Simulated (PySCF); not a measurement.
Compound: C₇H₁₃F.
Structure used (GFN2-xTB), in Å, numbered top down from 1:
```
atom  x, y, z in Å
C1     1.363   -1.118   -0.616
C2     0.701   -0.408    0.560
C3    -0.827   -0.262    0.434
C4    -1.567   -1.507   -0.031
C5    -0.992    0.936   -0.506
C6     0.144    1.892   -0.123
C7     1.168    1.050    0.651
F8     1.181    1.446    1.980
H9     2.445   -1.095   -0.503
H10    1.109   -0.638   -1.558
H11    1.052   -2.158   -0.659
H12    0.966   -0.933    1.482
H13   -1.204    0.021    1.422
H14   -1.292   -1.770   -1.049
H15   -2.640   -1.332   -0.003
H16   -1.341   -2.349    0.620
H17   -1.970    1.402   -0.403
H18   -0.886    0.609   -1.541
H19    0.598    2.357   -0.996
H20   -0.214    2.684    0.535
H21    2.196    1.190    0.303
```

NICS = −σ at a ghost point: NICS(0) at the centroid of the ring atoms, NICS(1) 1 Å to either side along the normal of their mean plane, zz for the tensor component along that normal. Level: GIAO PBE0/pcSseg-1 (PySCF, non-relativistic, gas phase) on the GFN2-xTB geometry, one conformer.

Ring bond lengths (Å), with Mayer bond orders in brackets: C2–C3 1.540 (0.98), C3–C5 1.532 (0.99), C5–C6 1.534 (1.04), C6–C7 1.535 (1.01), C7–C2 1.534 (0.99).

Task: What do the NICS probes read (ppm)?

Result: 
```tsv
ring	type	NICS(0)	NICS(1), two faces	NICS(1)zz, two faces	rms pucker (Å)	centre to ring atoms, mean (Å)
C2–C3–C5–C6–C7	5-membered carbocycle; formal bonds all single	-4.4	-2.7 / -4.6	-1.8 / -5.2	0.18	1.29
```

Task: What do they say, and how far can they be read as aromaticity?

Result: 
- C2–C3–C5–C6–C7: mean NICS(1)zz -3.5 ppm, shielded. C2, C3, C5, C6, C7 have four or more neighbours, and the NICS criterion for π rings isn't applied. The two faces differ by 3.4 ppm, so no symmetry operation interchanges them.

Task: At the first NICS(1) probe listed for ring C2–C3–C5–C6–C7, 1 Å off the ring, what do the in-plane components average?

Result: The isotropic value is a third of the trace: (3 × -2.7 − (-1.8))/2 = -3.2 ppm.
